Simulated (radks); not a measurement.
The nuclear charge of the barium ion Ba2+ is varied continuously with 54 electrons held in [Xe]. Calculated with a radial shooting solver on a logarithmic mesh with Libxc functionals: scalar-relativistic Kohn-Sham, PBEsol, spin-polarised, spherical densities, finite nucleus; Fermi nuclear charge, rms radius 4.8378 fm. By the Hellmann-Feynman theorem dE/dZ = E(electron-nucleus)/Z, the electronic potential at the nucleus (averaged over a nucleus of fixed radius). The scalar-relativistic energy here is not variational (the density holds large components alone), so the two differ by a part that grows with Z.

Z      E (hartree)  E(electron-nucleus)/Z (hartree)  HOMO  e(HOMO) (eV)  <r> HOMO (bohr)
55.5    -7956.3250                         -346.636    5p       -24.596            1.974
55.75   -8043.6229                         -348.797    5p       -27.710            1.932
56      -8131.4673                         -350.959    5p       -30.926            1.892
56.25   -8219.8585                         -353.122    5p       -34.242            1.855
56.5    -8308.7973                         -355.288    5p       -37.654            1.819
56.75   -8398.2841                         -357.456    5p       -41.163            1.786
57      -8488.3197                         -359.626    5p       -44.765            1.754

The central difference of E at Z = 56 is -352.471 hartree, to compare with the third column; the second derivative is -8.75 hartree.
